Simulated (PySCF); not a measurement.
# Working out the excitation energy of Mg

Mg [Ne] 3s2 (1S) → Mg [Ne] 3p2 (3P). All numbers are calculated (PySCF 2.14, the spin-free X2C one-electron Hamiltonian (Gaussian nucleus), in ANO-RCC-VTZP (5s4p2d1f, 34 functions)). Frozen: [Ne]. Energies in hartree (1 hartree = 27.21139 eV):

```json
{"part": "UHF", "Mg (lower)": "-199.920104", "Mg (upper)": "-199.688575"}
{"part": "CCSD correlation", "Mg (lower)": "-0.033104", "Mg (upper)": "-0.005659"}
{"part": "(T)", "Mg (lower)": "0.000000", "Mg (upper)": "0.000000"}
```

Problem. What does Hartree-Fock give?

Solution. (-199.688575) − (-199.920104) = 0.231529 hartree = 6.300 eV.

Problem. What do CCSD and CCSD(T) give?

Solution. The CCSD correlation energies differ by 0.027445 hartree = 0.747 eV and the triples by 0.000000 hartree = 0.000 eV, so CCSD gives 7.047 eV and CCSD(T) 7.047 eV.

Measured between the centres of the two terms (NIST): 7.173 eV, so CCSD(T) (valence) is off by -0.126 eV.

What remains against the reference includes basis incompleteness, the frozen core and higher excitations.
